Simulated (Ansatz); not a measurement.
Gas-phase electronic energies from Ansatz, PBE0-D4/def2-TZVP geometries. CCSD(T)/CBS adds triple-zeta CCSD(T) − MP2 to the extrapolated MP2 energy (def2 sets, frozen cores). This one scheme is used for every species. Functionals use def2-TZVPP. B3LYP here is the variant with VWN-RPA as its local correlation; programs differ in this. For Ge outer-core shells are correlated without core-valence functions, which leaves a few kJ/mol of doubt a bond. Scalar relativity is left out up to krypton. Each species was taken in one conformer, which may not be the lowest.

`[CH3][Ge]([OH])([OH])[GeH3]` + H₂ → `[OH][GeH]([OH])[GeH3]` + CH₄  (hydrogenolysis of a Ge–C bond)

Is it downhill or uphill in electronic energy at CCSD(T)/CBS, and by how much? (Best estimate.)

Computed: Downhill: ΔE = -19.5 kJ/mol.

What do these levels give: PBE-D4, ωB97X-V, B2PLYP, PBE, B3LYP, MP2/def2-TZVPP, SCS-MP2/def2-TZVPP, CCSD/def2-TZVPP, HF/def2-QZVPP, MP2/def2-QZVPP, MP2/CBS(def2), CCSD/CBS(def2)? (An estimate is asked.)

The calculation gave: PBE-D4 -20.4, ωB97X-V -25.9, B2PLYP -28.6, PBE -26.6, B3LYP -35.7, MP2/def2-TZVPP -14.8, SCS-MP2/def2-TZVPP -22.0, CCSD/def2-TZVPP -25.9, HF/def2-QZVPP -50.1, MP2/def2-QZVPP -14.2, MP2/CBS(def2) -13.4, CCSD/CBS(def2) -24.6 kJ/mol.

Largest T1 diagnostic among the species: 0.012.

From PBE to PBE0 (25 % exact exchange), in def2-TZVPP and without D4, ΔE moves by −3.1 kJ/mol. In def2-TZVPP, CCSD(T) changes the Hartree–Fock value by +28.6 kJ/mol (the triples alone add +5.1 kJ/mol) and MP2 by +34.6 kJ/mol. The D4 term adds +9.8 kJ/mol with B3LYP and +5.6 kJ/mol with PBE0; it sums over pairs of atoms, weighted by their polarisabilities, and B3LYP, whose exchange is more repulsive, gets the larger term.
